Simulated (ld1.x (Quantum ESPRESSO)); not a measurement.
# silver, RRKJ: configuration errors across variants

- Element: silver (Ag)
- Generator: ld1.x (Quantum ESPRESSO) 7.5
- Type: norm-conserving RRKJ (Kleinman–Bylander form)
- Functional: LDA (PZ)
- Relativity: scalar-relativistic
- Frozen core: [Ar] 3d10 4s2
- Valence charge: 17
- Reference configuration: 4p6 4d10 5s1 5p0
- Partial waves: 4p (bound): rc 1.65 bohr; 4d (bound): rc 1.55 bohr; 5s (bound): rc 1.80 bohr
- Local potential: the s channel
- Core correction: a·sin(br)/r model core inside 1.15 bohr

All-electron excitation energies from the reference (eV): (1) 4p6 4d10 5s0 5p0 8.102; (2) 4p6 4d9 5s0 5p0 30.485; (3) 4p6 4d8 5s0 5p0 66.919; (4) 4p6 4d10 5s0.5 5p0 3.186; (5) 4p6 4d10 5s0 5p1 4.021; (6) 4p5 4d10 5s1 5p0 65.351; (7) 4p6 4d9 5s1 5p0 13.379; (8) 4p6 4d10 5s1 5p0 spin -0.149; (9) 4p6 4d9 5s0 5p0 spin 30.325.

Spin tests fill each open shell by Hund’s rule, majority spin first.

3 further variants failed, have other tests or too few solved ones, and are left out.

Errors AE − PS in meV (a dash: test not solved or not reliable):

| change | (1) | (2) | (3) | (4) | (5) | (6) | (7) | (8) | (9) | bound ghosts |
| --- | --- | --- | --- | --- | --- | --- | --- | --- | --- | --- |
| base | -6.5 | -77 | -371 | -1.5 | -434 | -311 | -48 | -0.4 | -62 | none |
| all radii but the core radius scaled by about 1.06 (s 1.92, p 1.76, d 1.64 bohr) | -8.0 | -81 | -383 | -1.8 | -460 | -351 | -60 | -0.3 | -65 | none |
| core correction a·sin(br)/r model core inside 1.86 bohr | -6.3 | -75 | -362 | -1.4 | -434 | -304 | -47 | -0.3 | -49 | none |

Question: Give the same row for: wave 4p (bound): rc 1.65 bohr becomes 4p (bound): rc 1.76 bohr.

Answer: -6.5, -77, -371, -1.5, -435, -303, -49, -0.4, -62; bound ghosts: none.
